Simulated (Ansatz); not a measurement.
Geometry optimisation, RKS PBE0-D4/def2-SVP in Ansatz.

The input (input.yaml):

```yaml
crystal:
  periodic: [false, false, false]
  atoms:
    - { symbol: C, position_ang: [-0.9473, 1.771, 0.1534] }
    - { symbol: Al, position_ang: [-0.8782, 0.1347, -0.9216] }
    - { symbol: Si, position_ang: [1.0728, -1.1385, -0.8649] }
    - { symbol: Sb, position_ang: [1.6321, -1.7856, 1.5342] }
    - { symbol: H, position_ang: [-1.8225, 1.723, 0.8562] }
    - { symbol: H, position_ang: [-0.0404, 1.9947, 0.6799] }
    - { symbol: H, position_ang: [-1.1613, 2.6733, -0.5344] }
    - { symbol: H, position_ang: [-2.0806, -0.3365, -1.7984] }
    - { symbol: H, position_ang: [0.9511, -2.329, -1.6351] }
    - { symbol: H, position_ang: [2.2284, -0.333, -1.3346] }
    - { symbol: H, position_ang: [-0.1291, -2.2796, 1.7889] }
    - { symbol: H, position_ang: [1.2521, -0.1496, 2.1105] }
basis:
  gaussian: { orbitals: def2-SVP }
hamiltonian:
  xc: pbe0
  dispersion: d4
relax:
  f_tol: 0.015
  max_steps: 40
output:
  orbitals: {}
```

Run as:

```bash
$ ansatz run input.yaml --threads 2 --pin off --max-ram 3072MiB --backend cpu --events-out ev --progress --plain --runs-dir out
```

Question: Where does it end, and by what steps?

Answer: It converged. The force dipped under the threshold on the way, but the program's further checks kept it going. After 32 steps the energy has fallen by 0.469 eV; H11 moved furthest, 1.36 Å.

```tsv
step	energy less start (eV)	largest force component (eV/Å)	accepted
0	0.0000	1.720	yes
2	-0.1999	0.958	yes
4	-0.3527	0.094	yes
6	-0.3582	0.052	yes
8	-0.3701	0.142	yes
10	-0.3738	0.288	yes
12	-0.3822	0.060	yes
14	-0.3836	0.023	yes
16	-0.3857	0.074	yes
18	-0.3896	0.052	yes
20	-0.4110	0.269	yes
22	-0.4509	0.263	yes
24	-0.4530	0.208	no
26	-0.4653	0.119	no
28	-0.4682	0.107	yes
30	-0.4691	0.008	yes
32	-0.4692	0.013	yes
```

```xyz
12
Properties=species:S:1:pos:R:3
C -0.976 1.725 0.173
Al -0.869 -0.092 -0.552
Si 1.277 -1.038 -1.126
Sb 0.930 -1.862 1.352
H -1.765 1.815 0.937
H -0.024 2.051 0.620
H -1.220 2.438 -0.634
H -2.121 -1.008 -0.913
H 1.444 -2.281 -1.941
H 2.568 -0.284 -1.100
H -0.692 -1.156 1.276
H 1.524 -0.363 1.942
```

Whether the end is a true minimum wasn't checked by a vibrational analysis.

Time of the run: 120 s on 2 threads of Intel(R) Xeon(R) Platinum 8375C CPU @ 2.90GHz (Ice Lake) (shared host), peak memory 0.31 GiB.
